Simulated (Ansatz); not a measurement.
(SiO)n off (charge +1): PBE0-D4/def2-SVP single points in Ansatz on relaxed structures, gas phase. Each cluster is the lowest isomer that a short search found in that spin, judged at the geometry's level, and lower ones may exist. HOMO and LUMO are taken over both spins. The structures are stationary points that may keep the symmetry of their start.

```csv
species,atoms,state,geometry,HOMO (eV),LUMO (eV),gap (eV),point group (within 0.1 Å)
Si2O2⁺,4,doublet,PBE0-D4/def2-TZVP,-14.07,-11.20,2.87,D2h
Si5O5⁺,10,doublet,PBE0-D4/def2-SVP,-10.95,-7.10,3.85,–
Si7O6⁺,13,doublet,r2SCAN-D4/def2-SVP,-9.93,-7.83,2.09,–
```

The gap (eV) runs from 2.09 (Si7O6⁺) to 3.85 (Si5O5⁺).
